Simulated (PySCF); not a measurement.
**A search over the determinants of SrN⁺**

Unrestricted PBE0; Sr def2-SVPD with ECP28, N def2-SVPD; scalar-relativistic core potentials (PySCF 2.14). Outer shells of the fragments: Sr+ 5s1; N 2s2 2p3.

Followed along the bond (rough minima from three points):

```
2Ms+1    unpaired  ⟨S²⟩ at the start  R at minimum (Å)  Te (eV)
    3        π ↑↑               2.04              2.33     0.00
    3    σ ↑, π ↑               2.04              2.18     0.16
    1        π ↑↓               1.00              2.32     0.54
    1    σ ↓, π ↑               1.00              2.17     0.72
    5  σ ↑↑, π ↑↑               6.00  none in the scan   ≤ 1.50
```

Solutions found at the starting distance of 2.465 Å, counted from the lowest of them; the search is not exhaustive and high or unbound solutions are not listed, so other states can lie among these:

| 2Ms+1 | unpaired | term | E (eV) | ⟨S²⟩ | ⟨Lz²⟩ | μ (D) |
| --- | --- | --- | --- | --- | --- | --- |
| 3 | π ↑↑ | ³Σ⁻ | 0.00 | 2.04 | 0.00 | -7.08 |
| 3 | σ ↑, π ↑ | ³Π | 0.50 | 2.04 | 1.01 | -7.64 |
| 1 | π ↑↓ | mixed | 0.56 | 1.00 | 2.01 | -7.38 |
| 1 | σ ↓, π ↑ | mixed | 1.07 | 1.00 | 1.03 | -7.77 |
| 5 | σ ↑↑, π ↑↑ | ⁵Σ⁻ | 1.61 | 6.00 | 0.00 | 0.24 |
| 5 | σ ↑, π ↑↑, δ ↑ | ⁵Δ | 3.02 | 6.00 | 4.00 | -0.57 |
| 3 | σ ↑, π ↑↑, δ ↓ | mixed | 3.03 | 3.00 | 4.00 | -0.56 |
| 5 | σ ↑, π ↑↑↑ | ⁵Π | 3.19 | 6.00 | 1.00 | 0.48 |
| 1 | σ ↓, π ↑ | mixed | 4.36 | 1.00 | 1.01 | 0.29 |

A term symbol is given only where ⟨S²⟩ and ⟨Lz²⟩ are close to those of a pure state; real π, δ and φ orbitals otherwise mix terms. A positive dipole points towards N; it is taken about the centre of mass and depends on that origin.

Compare the gap between the two lowest followed solutions at the starting distance with the gap between their minima.

At PBE0 the second solution (triplet, unpaired electrons σ ↑, π ↑) lies +0.50 eV from the first (triplet, unpaired electrons π ↑↑) at 2.465 Å and +0.16 eV at the minima; the two curves relax by different amounts, since their minima lie near 2.18 and 2.33 Å.

Spin–orbit coupling is left out. Counting both spins, an empty level lies below a filled one in some of these solutions, because spin and occupation are held.
